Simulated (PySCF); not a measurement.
A spin–spin coupling run with PySCF 2.14.0 with density-fitted response routines (density fitting, non-relativistic, gas phase) on hexafluorophosphate (SMILES F[P@OH8-](F)(F)(F)(F)F):

```
$ OMP_NUM_THREADS=1 python probes_run.py task.json out

{"job": {"kind": "j", "xc": "B3LYP", "basis": "6-31G*"}, "charge": -1, "multiplicity": 1}
F      0.597394     0.411416     1.454973
P      0.005783    -0.002581    -0.007117
F      1.422697    -0.720440    -0.376892
F     -1.410791     0.715637     0.363238
F      0.556290     1.401559    -0.628132
F     -0.544071    -1.406681     0.614688
F     -0.587323    -0.416685    -1.468556
```

Hardware: 1 thread of an Intel Xeon 6975P-C, shared host. The job also computes field gradients.

Q: How large is the calculation?

A: 70 electrons, 102 basis functions and 632 auxiliary functions.

Q: How long does it take, and how much memory does it need?

A: 10 s of wall time, with 12 SCF cycles; peak memory 0.56 GiB. Times on a shared host scatter by some tens of per cent.
